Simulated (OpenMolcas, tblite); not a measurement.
**C2H5InO (SMILES C[C](=O)[InH2]): the vertical ionisation energy, rung by rung**

The species is C2H5InO (9 atoms), meant as a singlet with charge 0. SMILES: `C[C](=O)[InH2]`. The shape is that of a PBE0-D4/def2-TZVP optimisation.

Quantity: the vertical ionisation energy (to the doublet cation), in eV. The values are calculated.

```csv
level,kind,program,value (eV),CPU time (all runs)
GFN1-xTB,semi-empirical,tblite,12.95,under 2 s
HF/def2-SVP (core potential),Hartree–Fock,OpenMolcas,7.42,25 s
SVWN5/def2-SVP (core potential),LDA,OpenMolcas,8.27,78 s
BLYP/def2-SVP (core potential),GGA,OpenMolcas,7.94,2.1 min
TPSS/def2-SVP (core potential),meta-GGA,OpenMolcas,8.06,3.1 min
B3LYP/def2-SVP (core potential),global hybrid,OpenMolcas,8.24,2.1 min
```

Spin-orbit coupling, which can split open shells on such heavy atoms by tenths of an eV, is left out. The values span 7.42 to 12.95 eV. The xTB values lack the empirical shift that such differences need. Times are those of the runs behind each value, whatever else they computed, on shared processors of several kinds: orders of magnitude only.
